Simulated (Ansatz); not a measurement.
Reaction (atomization): `B[SiH](B)F` → 2 B• + F• + 5 H• + Si•

Gas-phase electronic energies from Ansatz, PBE0-D4/def2-TZVP geometries. CBS: MP2 limit from def2 TZ/QZ plus the TZ coupled-cluster correction, frozen cores. This one scheme is used for every species, atoms too. Functionals use def2-TZVPP. B3LYP here is the variant with VWN-RPA as its local correlation; programs differ in this. Open shells (•) are unrestricted, without spin–orbit coupling. Spin–orbit coupling would lower the free atoms: a little for B, F, Si.

```json
{"level": "LDA (SPW92)", "ΔE (kcal/mol)": "792.8", "difference from CCSD(T)/CBS": "84.8"}
{"level": "PBE0-D4", "ΔE (kcal/mol)": "708.3", "difference from CCSD(T)/CBS": "0.3"}
{"level": "B3LYP-D4", "ΔE (kcal/mol)": "713.6", "difference from CCSD(T)/CBS": "5.6"}
{"level": "r2SCAN0-D4", "ΔE (kcal/mol)": "707.7", "difference from CCSD(T)/CBS": "-0.3"}
{"level": "B2PLYP", "ΔE (kcal/mol)": "705.1", "difference from CCSD(T)/CBS": "-2.9"}
{"level": "PBE", "ΔE (kcal/mol)": "710.9", "difference from CCSD(T)/CBS": "2.9"}
{"level": "BHLYP", "ΔE (kcal/mol)": "698.3", "difference from CCSD(T)/CBS": "-9.7"}
{"level": "CAM-B3LYP", "ΔE (kcal/mol)": "714.0", "difference from CCSD(T)/CBS": "6.0"}
{"level": "CCSD(T)/def2-SVP", "ΔE (kcal/mol)": "667.1", "difference from CCSD(T)/CBS": "-40.9"}
{"level": "CCSD(T)/def2-TZVPP", "ΔE (kcal/mol)": "691.7", "difference from CCSD(T)/CBS": "-16.3"}
{"level": "CCSD(T)/CBS", "ΔE (kcal/mol)": "708.0", "difference from CCSD(T)/CBS": "0"}
```

Largest T1 diagnostic among the species: 0.014.

At CCSD(T), def2-SVP lies −40.9 kcal/mol from the extrapolated value and def2-TZVPP −16.3 kcal/mol: correlation converges slowly with the basis, and small sets miss more of it in the bonded molecule than in its fragments. The D4 term adds +5.6 kcal/mol with B3LYP and +2.9 kcal/mol with PBE0; it sums over pairs of atoms, weighted by their polarisabilities, and B3LYP, whose exchange is more repulsive, gets the larger term.

For atomizations the MP2-based limit and the directly extrapolated one differ by several kJ/mol either way, and by 10 to 25 for some Ge, Se and Sn compounds, so smaller differences from it don't rank the levels.
